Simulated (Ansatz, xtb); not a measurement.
## ClFHInNO: 3 structures ranked

3 gas-phase structures of ClFHInNO, found in a search over its isomers (lower ones may exist). Each was relaxed with GFN2-xTB:

A. `[O][NH][In]([F])[Cl]`, a doublet
B. a doublet given by its coordinates
C. `O[N][In]([F])[Cl]`, a doublet

B (Å):

```xyz
6

Cl   -2.3498    2.9051    2.2353
F     1.1612    4.4217    1.9272
In   -0.2729    3.1951    1.1378
N     1.4134    2.7841   -0.3859
O     1.2547    2.4785   -1.5615
H     2.0145    3.6169   -0.2069
```

Close contacts (Å): Cl1–In3 2.37, F2–In3 2.05, In3–N4 2.31, N4–O5 1.23, N4–H6 1.04.

Task: Which do you expect lowest at r2SCAN-D4/def2-SVP, and how would the others follow?

Result: Calculated order at r2SCAN-D4/def2-SVP: B (0.0), A (0.1), C (8.3) kcal/mol. Less than 1 kcal/mol parts B and A, so the order within that pair means little.

Energies above the lowest of each column, in kcal/mol; the last columns are at B3LYP-D3(BJ)/def2-SVP geometries (a dash: not run or not comparable):

```json
{"structure": "B", "GFN2-xTB": "0.0", "HF/STO-3G": "32.5", "r2SCAN-D4/def2-SVP": "0.0", "B3LYP-D3(BJ)/def2-SVP": "0.0", "CCSD(T)/def2-SVP": "0.0"}
{"structure": "A", "GFN2-xTB": "4.5", "HF/STO-3G": "20.7", "r2SCAN-D4/def2-SVP": "0.1", "B3LYP-D3(BJ)/def2-SVP": "0.4", "CCSD(T)/def2-SVP": "0.5"}
{"structure": "C", "GFN2-xTB": "13.4", "HF/STO-3G": "0.0", "r2SCAN-D4/def2-SVP": "8.3", "B3LYP-D3(BJ)/def2-SVP": "14.3", "CCSD(T)/def2-SVP": "–"}
```

CCSD(T)/def2-SVP puts B lowest of those it was run on, with A within 1 kcal/mol; HF/STO-3G picks C. Some further structures that were screened fall inside this span and aren't listed. Flexible structures stand in one conformer each, not always the lowest. Frequencies (B3LYP-D3(BJ)/def2-SVP) were run for A, B alone. Open shells are spin-unrestricted. Atoms past krypton carry core potentials in the def2 sets, without spin–orbit terms.

Programs: Ansatz 0.2.0, xtb 6.7.1.
